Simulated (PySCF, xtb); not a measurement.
Si(F)(H)2(SH) (FH₃SSi), SMILES F[SiH2]S.

GFN2-xTB in xtb 6.7.1 at its own geometry gives an orbital gap of 4.75 eV and a dipole moment of 3.35 D.

Geometry: B3LYP-D3(BJ)/def2-TZVP. One conformer was computed; it need not be the lowest.

Problem. What does ωB97X/def2-TZVPD in PySCF give? (An estimate is asked for; the answer gives what the named calculation found.)

Solution. gap 11.88 eV (levels -10.44 and 1.44 eV), dipole 1.26 D.
